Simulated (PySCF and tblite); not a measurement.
Results of a calculation; reference values are marked as such.
C₇H₁₁N, numbered as in [N:1]#[C:2][CH:3]1[CH2:4][CH2:5][CH2:6][CH2:7][CH2:8]1.

Search: ETKDG and KDG, MMFF94s, GFN2-xTB, 90 starts; geometries at PBE0-D3(BJ)/def2-SVP. Energies: PBE0-D3(BJ)/def2-TZVP, with GFN2-xTB thermal terms (modes under about 100 cm⁻¹ blended into free rotors). Symmetry numbers and mirror images are counted. Conformers within 4 kcal/mol (GFN2-xTB free energy) were kept, 5 at most. Couplings: B3LYP/pcSseg-1 with pcJ-1 on H (gas phase; spin-dipole term only for pairs with B, N, F, Si or P). Couplings are for ¹H. Of two unlike H on one atom, a is the less shielded (PBE0/pcSseg-1). Programs: PySCF with density fitting and tblite.

The 6-ring runs over atoms 3–4–5–6–7–8.

| conformer | shape | weight % |
| --- | --- | --- |
| 1 | 6-ring chair (all substituents equatorial) | 52.9 |
| 2 | 6-ring chair (C2 axial) | 47.1 |

Task: Give the couplings in each conformer and the averages at 298.15 K (pairs that fast motion interchanges averaged).

Result: 
```json
{"coupling": "³J(H3,H4b)", "pairs": "2", "1": "13.5", "2": "3.1", "average (Hz)": "8.6"}
{"coupling": "³J(H3,H4a)", "pairs": "2", "1": "4.0", "2": "5.0", "average (Hz)": "4.5"}
{"coupling": "⁴J(H3,H5a)", "pairs": "2", "1": "-0.5", "2": "-0.8", "average (Hz)": "-0.6"}
{"coupling": "²J(H4b,H4a)", "pairs": "2", "1": "-15.0", "2": "-14.9", "average (Hz)": "-15.0"}
{"coupling": "³J(H4b,H5a)", "pairs": "2", "1": "4.1", "2": "4.0", "average (Hz)": "4.1"}
{"coupling": "³J(H4b,H5b)", "pairs": "2", "1": "14.5", "2": "3.4", "average (Hz)": "9.2"}
{"coupling": "⁴J(H4b,H6b)", "pairs": "2", "1": "-0.6", "2": "-0.6", "average (Hz)": "-0.6"}
{"coupling": "⁴J(H4b,H6a)", "pairs": "2", "1": "0.0", "2": "1.4", "average (Hz)": "0.7"}
{"coupling": "⁴J(H4b,H8b)", "pairs": "1", "1": "0.0", "2": "1.9", "average (Hz)": "0.9"}
{"coupling": "³J(H4a,H5a)", "pairs": "2", "1": "3.4", "2": "14.8", "average (Hz)": "8.8"}
{"coupling": "³J(H4a,H5b)", "pairs": "2", "1": "4.1", "2": "4.0", "average (Hz)": "4.0"}
{"coupling": "⁴J(H4a,H6b)", "pairs": "2", "1": "1.4", "2": "0.0", "average (Hz)": "0.7"}
{"coupling": "⁴J(H4a,H6a)", "pairs": "2", "1": "-0.6", "2": "-0.6", "average (Hz)": "-0.6"}
{"coupling": "⁴J(H4a,H8a)", "pairs": "1", "1": "1.8", "2": "0.0", "average (Hz)": "0.9"}
{"coupling": "²J(H5a,H5b)", "pairs": "2", "1": "-15.3", "2": "-15.6", "average (Hz)": "-15.4"}
{"coupling": "³J(H5a,H6b)", "pairs": "2", "1": "3.3", "2": "14.4", "average (Hz)": "8.5"}
{"coupling": "³J(H5a,H6a)", "pairs": "2", "1": "4.1", "2": "4.2", "average (Hz)": "4.2"}
{"coupling": "⁴J(H5a,H7b)", "pairs": "2", "1": "-0.6", "2": "-0.6", "average (Hz)": "-0.6"}
{"coupling": "⁴J(H5a,H7a)", "pairs": "1", "1": "1.4", "2": "0.0", "average (Hz)": "0.7"}
{"coupling": "³J(H5b,H6b)", "pairs": "2", "1": "4.1", "2": "4.2", "average (Hz)": "4.1"}
{"coupling": "³J(H5b,H6a)", "pairs": "2", "1": "14.2", "2": "3.3", "average (Hz)": "9.1"}
{"coupling": "⁴J(H5b,H7b)", "pairs": "1", "1": "-0.1", "2": "1.3", "average (Hz)": "0.5"}
{"coupling": "²J(H6b,H6a)", "pairs": "1", "1": "-15.1", "2": "-15.0", "average (Hz)": "-15.1"}
```
